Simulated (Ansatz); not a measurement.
The cation of `[Cl][Al]1[BH][NH]1` at the neutral geometry.

```yaml
crystal:
  periodic: [false, false, false]
  atoms:
    - {symbol: Cl, position_ang: [-1.337621, -2.747468, 0.602828]}
    - {symbol: Al, position_ang: [-0.300933, -1.114918, -0.183949]}
    - {symbol: B, position_ang: [0.623215, 0.553831, -0.744095]}
    - {symbol: N, position_ang: [-0.060367, 0.545293, 0.481747]}
    - {symbol: H, position_ang: [1.252231, 1.377171, -1.332179]}
    - {symbol: H, position_ang: [-0.134426, 1.322190, 1.129447]}
basis:
  gaussian: {orbitals: def2-TZVPP}
total_charge: 1
magnetization: {spin_polarized: true, initial_magnetization: 1}
hamiltonian: {xc: {name: B2PLYP}}
```

```sh
$ ansatz run in.yaml --threads 2 --pin off --events-out ev --progress --plain --max-ram 4352MiB
```

Shortened log:

```
Functional definition: B2PLYP
1048 factors; integrals over basis functions are off by at most 8.6e-4 eV
mean field evaluation 1: about -21288.8901 eV, gradient 5.2e1 eV
mean field evaluation 2: about -21288.9961 eV, gradient 5.2e1 eV
mean field evaluation 4: about -21299.3197 eV, gradient 9.6e0 eV
mean field evaluation 8: about -21299.7989 eV, gradient 6.8e-1 eV
mean field evaluation 16: about -21299.8065 eV, gradient 7.0e-3 eV
mean field -21299.80645800 eV, -782.7534498041 hartree, gradient 2.5e-6 eV, S^2 0.754879; 2 other end points of the search recorded, 0 dependent functions left out
12 core orbitals not correlated: weight in the atoms' cores, before any rotation towards them, 1.000 or more for the frozen orbitals, at most 0.000 for the correlated occupied ones
reference -21299.80661578 eV, -782.7534556026 hartree; 10, 9 occupied and 152, 153 virtual orbitals, 1048 factors
second order -17.66638241 eV of doubles, -0.00000000 eV of singles
Total energy: -21304.57653904 eV, -782.9287470489 hartree
```

Run time 10 s (2 threads of an Arm Neoverse V1 on a shared host); peak host memory 0.55 GiB.
